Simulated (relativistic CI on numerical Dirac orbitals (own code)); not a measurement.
# Gd2+: sensitivity of the levels to the model

Base calculation: Dirac-Coulomb-Breit CI, orbitals from a KLI potential per configuration, model QED (radiative potential, 1s self-energy scaled to tabulated hydrogen-like ionisation energies), valence Slater integrals scaled by 0.85, P86 correlation energy added to each configuration.

Configuration list (outside the closed core [Xe]): 4f7 5d, 4f8, 4f6 6s2, 4f6 7s2. The list is cut by size and lacks configurations that can hold low levels.

Variants: (1) valence Slater integrals scaled by 0.75; (2) Slater integrals left unscaled; (3) configuration mixing switched off. Shifts of the energy above 4f7 5d 9D°_2, in cm⁻¹, for the lowest level and the first level of each name with at least 55 % of one term (blank where a level changes its place among those of its configuration and J or its character, or is not in the variant):

```
       Level     Base     Δ(1)     Δ(2)  Δ(3)  Measured
4f7 5d 9D°_2      0.0      0.0      0.0   0.0       0.0
4f7 5d 9D°_3    235.1    -14.1    +18.7   0.0     279.3
4f7 5d 9D°_4    579.6    -30.8    +41.1   0.0          
4f7 5d 9D°_5   1075.2    -45.5    +62.1   0.0    1310.1
4f7 5d 9D°_6   1802.1    -44.6    +67.7   0.0    2282.8
4f7 5d 7D°_5  11452.7  -1271.4  +1911.8   0.0    9356.3
4f7 5d 7D°_4  11616.7  -1287.0  +1927.6   0.0    9717.7
4f7 5d 7D°_3  11822.4  -1284.9  +1925.5   0.0          
4f7 5d 7D°_2  11996.9  -1282.9  +1922.8   0.0          
4f7 5d 7D°_1  12127.4  -1278.5  +1918.2   0.0   10387.3
    4f8 7F_6  18920.5  -4115.9  +6177.2  +2.0    2381.2
    4f8 7F_5  20563.9  -4086.1  +6143.9  +2.1    3996.7
    4f8 7F_4  21584.4  -4125.8  +6181.0  +2.2    5015.2
    4f8 7F_3  22371.8  -4129.3  +6190.3  +2.3    5790.0
```

For a near-neutral ion this model can misplace configurations by up to about 10,000 cm⁻¹ (more where the count of f electrons changes) and terms by 10 to 25 % of their spread. Rates follow the energies as ν³ (E1, M1) or ν⁵ (E2), so they and the lifetimes can be off by large factors. The fine structure of a lone outer electron comes out too small, for d and f at times inverted, and misplaced configurations move strength between like terms. 11 of the 18 excited levels that our extract of the measured tables holds in this range could be paired (the sources list more); they are missed by 8122 cm⁻¹ on average and 16592 at most, and levels without a partner can miss by more. Some levels of the ground configuration have no partner and can miss by 10 % or more.

Measured levels: Martin, Zalubas and Hagan, Atomic Energy Levels: The Rare-Earth Elements, NSRDS-NBS 60 (1978).

LS names give the leading component of a level, which can be under half, so a name can repeat, a term be missing and a line seem to break the LS rules.
